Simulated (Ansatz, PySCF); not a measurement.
BeCl2, SMILES [Cl][Be][Cl]. Atoms are numbered in the order given.

```xyz
3

Be     0.0000     0.0000     0.0000
Cl     0.0000     0.0000    -1.8041
Cl     0.0000     0.0000     1.8041
```

Geometry optimised at B3LYP-D3(BJ)/def2-TZVP. The isomer is the one that the SMILES or the coordinates give; other isomers of the formula were not compared.

Vertical ionisation energy (IE) and electron affinity (EA) in eV. Rows of orbital energies are one-electron estimates. Where ΔSCF, EOM or ADC give a negative EA the extra electron is unbound and the value depends on the basis.

| level | IE | EA |
|---|---|---|
| −ε(HOMO), −ε(LUMO), r2SCAN/def2-TZVPD (PySCF) | 8.55 | 0.66 |
| −ε(HOMO), −ε(LUMO), PBE/def2-TZVPD (PySCF) | 8.21 | 1.27 |
| ΔSCF, CAM-B3LYP/def2-TZVPD (Ansatz), final states of multiplicity 2 and 2 | 12.15 | -0.51 |
| ΔSCF, PBE/def2-TZVPD (Ansatz), final states of multiplicity 2 and 2 | 11.50 | -0.38 |

### Question
What vertical singlet–triplet gap does ΔSCF give with CAM-B3LYP/def2-TZVPD (Ansatz, a first-principles code) and with PBE/def2-TZVPD (Ansatz)? (The exact figures need the calculation; the answer reports its results.)

### Answer
7.63 and 6.78 eV (triplet above singlet where positive).
